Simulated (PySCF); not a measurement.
Below is a simulated gas-phase C 1s photoelectron spectrum of `[SiH3]C1C=C1`.

Every computed line was given a Gaussian of 0.8 eV full width at half maximum and an area set by the number of equivalent atoms; the highest printed point is 100. The calculation used delta-SCF UKS SCAN, pcX-2 on the ionised atom, pcseg-1 elsewhere, spin-free X2C (PySCF 2.14.0).

binding energy (eV), intensity and a bar:
```
    289.4          0 
    289.5          0 
    289.6          1 
    289.7          2 #
    289.8          4 #
    289.9          8 ##
    290.0         14 ####
    290.1         23 #######
    290.2         35 ###########
    290.3         50 ###############
    290.4         67 ####################
    290.5         83 #########################
    290.6         94 ############################
    290.7        100 ##############################
    290.8         98 #############################
    290.9         89 ###########################
    291.0         75 #######################
    291.1         58 #################
    291.2         42 #############
    291.3         28 ########
    291.4         17 #####
    291.5          9 ###
    291.6          5 #
    291.7          2 #
    291.8          1 
    291.9          0 
    292.0          0
```

Task: How many maxima does the curve show, and how many computed lines lie under it?

Result: The curve has 1 maximum (at 290.7 eV). Under it lie 2 lines from 2 inequivalent carbon sites. At this width some lines have no maximum of their own.

Task: Decompose the envelope and assign each component. Numbering: `[SiH3:1][CH:2]1[CH:3]=[CH:4]1`.

Result: 
| position (eV) | relative area | line | atoms | environment |
| --- | --- | --- | --- | --- |
| 290.55 | 1 | C 1s | C2 | sp3 carbon bound to silicon |
| 290.80 | 2 | C 1s | C3/C4 | alkene CH carbon |

Task: What are the centre and the root-mean-square width of the whole band?

Result: The area-weighted mean of the lines is 290.72 eV. Their own spread about it is 0.12 eV (rms) and each Gaussian has σ = 0.8/2.355 = 0.34 eV; the variances add, which gives 0.36 eV.

The listed C 1s values span 0.25 eV, from C2 (bonded to 2 C, H and Si) to C3/C4 (bonded to C (double bond), C and H).

Shake-up satellites, vibrational structure and lifetime widths aren't simulated. The first atom of each set that the bonding makes equivalent was ionised and stands for the set. Geometry: GFN2-xTB; no solvent, vibrations or thermal averaging.
